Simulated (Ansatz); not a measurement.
Si₄Ni⁺. Charge 1, multiplicity 2. Geometry PBE-D4/def2-SVP, basis def2-TZVP, Ansatz.

```xyz
5

Ni    1.1108   -0.0068    0.3450
Si    0.6257    0.2934   -1.7667
Si   -1.4417   -0.1250    0.6973
Si    0.0385   -1.8469    0.8352
Si   -0.3332    1.6853   -0.1108
```

| run | HOMO (eV) | LUMO (eV) |
| --- | --- | --- |
| A | -9.53 | -9.09 |
| B | -10.66 | -8.69 |
| C | -10.04 | -9.34 |
| D | -10.37 | -9.08 |
| E | -12.51 | -6.82 |
| F | -9.80 | -9.30 |

No other spin state of charge 1 was run. Another isomer (doublet) lies 1.03 eV lower at PBE0-D4/def2-TZVP; other spin states weren't run for this one.

HOMO and LUMO are taken over both spins.

Task: The runs used BLYP, PBE, PBE0, r2SCAN, r2SCANh, ωB97X-V. Estimate which is which.

Result: A BLYP (0 % exact exchange); B PBE0 (25 % exact exchange); C r2SCAN (0 % exact exchange); D r2SCANh (10 % exact exchange); E ωB97X-V (range-separated); F PBE (0 % exact exchange). Exact exchange lowers occupied and raises empty levels; among semilocal functionals meta-GGAs tend to open the gap a little, and such runs are hard to tell apart. The gap grows from 0.44 eV (BLYP) to 5.69 eV (ωB97X-V). At r2SCANh-D4/def2-TZVP, ωB97X-V/def2-TZVP the charge 1 doublet is spin-contaminated (final ⟨S²⟩ up to 0.93, 0.75 for a pure state).
